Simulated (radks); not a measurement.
The numbers below are computed, except where a source is named.
Spin polarisation of the 5d4 shell in the tungsten ion W+. Start: [Xe] 4f14 5d(up 2, down 2) 6s(up 0.5, down 0.5); electrons of 5d are moved from spin down to spin up, other shells keep equal spins. Level of theory: scalar-relativistic Kohn-Sham, r2SCAN, spin-polarised, spherical densities, finite nucleus; meta-GGA in the generalised Kohn-Sham scheme; Fermi nuclear charge, rms radius of each element as measured or else 0.836 A^(1/3) + 0.57 fm (a radial shooting solver on a logarithmic mesh with Libxc functionals).

moment (Bohr magnetons)  E - E(0) (eV)  e(5d up) (eV)  e(5d down) (eV)  6s down minus up (eV)  4f down minus up (eV)  5p down minus up (eV)
0                                0.000        -11.713          -11.713                 0.000                  0.000                 0.000
1                               -0.206        -12.099          -11.273                  0.495                  0.107                  0.675
2                               -0.830        -12.438          -10.764                  1.029                  0.214                  1.347
3                               -1.887        -12.729          -10.162                  1.577                  0.321                  2.016
4                               -3.417        -12.972           -9.416                  2.129                  0.428                  2.686

At moment 4 the spin-polarisation energy is -3.417 eV and the 5d exchange splitting 3.556 eV, that is 0.889 eV per Bohr magneton; E = -I m^2/4 would give I = 0.854 eV.
